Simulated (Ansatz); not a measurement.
ClF2GeH3Si can be A, `F[Si](F)(Cl)[GeH3]`, or B, `F[SiH2][GeH]([F])[Cl]`.

Computed with Ansatz on PBE0-D4/def2-TZVP structures; ΔE is electronic, products minus reactants. CCSD(T)/CBS is the MP2 limit (def2-TZVPP, def2-QZVPP) plus CCSD(T) − MP2 in def2-TZVPP, frozen cores. DFT in def2-TZVPP. B3LYP here is the variant with VWN-RPA as its local correlation; programs differ in this. For Ge outer-core shells are correlated without core-valence functions, which leaves a few kJ/mol of doubt a bond. Scalar relativity is left out up to krypton. Each species was taken in one conformer, which may not be the lowest.

Task: Which is lower in electronic energy at CCSD(T)/CBS, and by how much? (Best estimate.)

Result: The calculation gave: A, by 32.8 kcal/mol.

Task: Give E(B) − E(A) in kcal/mol with ωB97M-V, CCSD(T)/def2-TZVPP, PBE0-D4, B3LYP, CCSD/def2-TZVPP, B3LYP-D4, PBE-D4. (Best estimate.)

Result: Computed: ωB97M-V 32.1, CCSD(T)/def2-TZVPP 31.6, PBE0-D4 31.3, B3LYP 29.5, CCSD/def2-TZVPP 31.5, B3LYP-D4 30.2, PBE-D4 30.2. None reverses the order clearly.

Largest T1 diagnostic: 0.012.

In def2-TZVPP, CCSD(T) changes the Hartree–Fock value by +3.1 kcal/mol (the triples alone add +0.0 kcal/mol) and MP2 by +3.6 kcal/mol. From PBE to PBE0 (25 % exact exchange), in def2-TZVPP and without D4, E(B) − E(A) moves by +1.2 kcal/mol.
